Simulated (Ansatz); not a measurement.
Gas-phase electronic energies from Ansatz, PBE0-D4/def2-TZVP geometries. CCSD(T)/CBS is the MP2 limit (def2-TZVPP, def2-QZVPP) plus CCSD(T) − MP2 in def2-TZVPP, frozen cores. This one scheme is used for every species. DFT in def2-TZVPP. B3LYP here is the variant with VWN-RPA as its local correlation; programs differ in this. For Br outer-core shells are correlated without core-valence functions, which leaves a few kJ/mol of doubt a bond. Scalar relativity is left out up to krypton. Each species was taken in one conformer, which may not be the lowest.

`C[NH][Al]([F])[Br]` + `C[Si]O` → `C[NH][Al]([OH])[F]` + `C[Si]Br`  (redistribution)

`C[NH][Al]([F])[Br]`:

Cartesian coordinates in Å:
```
C -0.641 1.163 -0.234
N -0.153 0.018 0.511
Al 0.817 -1.314 -0.069
F 1.279 -1.353 -1.646
Br 1.441 -2.971 1.300
H -1.735 1.214 -0.238
H -0.314 1.097 -1.273
H -0.260 2.108 0.169
H -0.434 0.037 1.480
```

`C[Si]O`:

Z-matrix (Å, degrees):
```
C
Si 1 1.905
H 1 1.093 2 112.5
H 1 1.098 2 110.4 3 120.8
H 1 1.098 2 110.4 3 -120.7
O 2 1.656 1 100.5 3 -179.8
H 6 0.962 2 119.1 1 -0.0
```

`C[NH][Al]([OH])[F]`:

Z-matrix (Å, degrees):
```
C
N 1 1.449
H 1 1.096 2 112.2
H 1 1.092 2 109.9 3 119.2
H 1 1.096 2 112.2 3 -121.6
Al 2 1.752 1 127.6 3 -119.3
H 2 1.008 1 112.6 3 60.7
F 6 1.650 2 119.5 1 -180.0
O 6 1.687 2 119.4 1 0.0
H 9 0.955 6 124.0 2 -180.0
```

`C[Si]Br`:

```xyz
6

C    -0.341   -0.377   -0.357
Si    0.719   -0.355    1.206
Br    1.296    1.834    1.180
H    -1.184    0.316   -0.251
H    -0.729   -1.379   -0.556
H     0.240   -0.039   -1.222
```

```csv
level,ΔE (kcal/mol),difference from CCSD(T)/CBS
PBE-D4,4.9,-1.0
r2SCAN-D4,5.8,-0.1
PBE0-D4,5.5,-0.4
B3LYP-D4,5.1,-0.8
ωB97M-V,6.3,0.4
PBE,5.1,-0.8
r2SCAN,5.8,-0.1
PBE0,5.6,-0.3
B3LYP,5.3,-0.6
MP2/def2-TZVPP,6.0,0.1
SCS-MP2/def2-TZVPP,6.2,0.3
CCSD(T)/def2-TZVPP,6.4,0.5
HF/def2-QZVPP,7.4,1.5
MP2/def2-QZVPP,5.7,-0.2
SCS-MP2/def2-QZVPP,6.0,0.1
HF/CBS(def2),7.4,1.5
CCSD(T)/CBS,5.9,0
```

Largest T1 diagnostic among the species: 0.014.

In def2-TZVPP, CCSD(T) changes the Hartree–Fock value by −1.0 kcal/mol (the triples alone add −0.1 kcal/mol) and MP2 by −1.3 kcal/mol.
